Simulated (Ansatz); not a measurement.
H5SeSi2 (`[SiH2][Se][SiH3]`) radical, 8 atoms. Charge 0, multiplicity 2. Correlated methods include outer-core shells of Se, which these sets cover unevenly. Scalar relativity is left out up to krypton. All runs use 4 threads of an Arm Neoverse V2 on a shared host. Correlated methods freeze the cores. Open-shell runs search over several starts.

**Question.** Give the basis size and wall time and peak host memory of each of these runs in Ansatz. UKS ωB97M-V/def2-QZVPP energy; UKS r2SCANh-D4/def2-TZVPP energy; UHF-CCSD(T)/def2-TZVPP energy; UKS PBE0-D4/def2-TZVP frequencies; UHF-CCSD(T)/def2-SVP energy; UKS ωB97M-V/def2-SVP energy; UKS PBE0-D4/def2-QZVPP energy; UKS PBE0-D4/def2-TZVP relaxation (6 steps); UKS LC-ωPBE/def2-TZVPP energy; UHF-MP2/def2-QZVPP energy; UKS BLYP-D4/def2-TZVPP energy; UKS r2SCAN-D4/def2-TZVPP energy and forces. (Estimate.)

**Answer.** Ansatz gave: Other jobs shared the machine, so times are rough.

| level | job | functions | wall time | peak host memory (GiB) |
| --- | --- | --- | --- | --- |
| UKS BLYP-D4/def2-TZVPP | energy | 202 | 2.6 s | 0.28 |
| UKS LC-ωPBE/def2-TZVPP | energy | 202 | 3.7 s | 0.4 |
| UKS ωB97M-V/def2-SVP | energy | 93 | 7 s | 0.4 |
| UKS r2SCAN-D4/def2-TZVPP | energy and forces | 202 | 7.5 s | 0.34 |
| UHF-CCSD(T)/def2-SVP | energy | 93 | 7.5 s | 0.51 |
| UKS r2SCANh-D4/def2-TZVPP | energy | 202 | 8.5 s | 0.74 |
| UKS PBE0-D4/def2-QZVPP | energy | 379 | 16 s | 1.7 |
| UHF-MP2/def2-QZVPP | energy | 379 | 21 s | 1.8 |
| UKS PBE0-D4/def2-TZVP | relaxation (6 steps) | 152 | 22 s | 0.5 |
| UKS ωB97M-V/def2-QZVPP | energy | 379 | 35 s | 2.1 |
| UKS PBE0-D4/def2-TZVP | frequencies | 152 | 100 s | 0.42 |
| UHF-CCSD(T)/def2-TZVPP | energy | 202 | 3.5 min | 6 |

LC-ωPBE has ω = 0.4 bohr⁻¹.
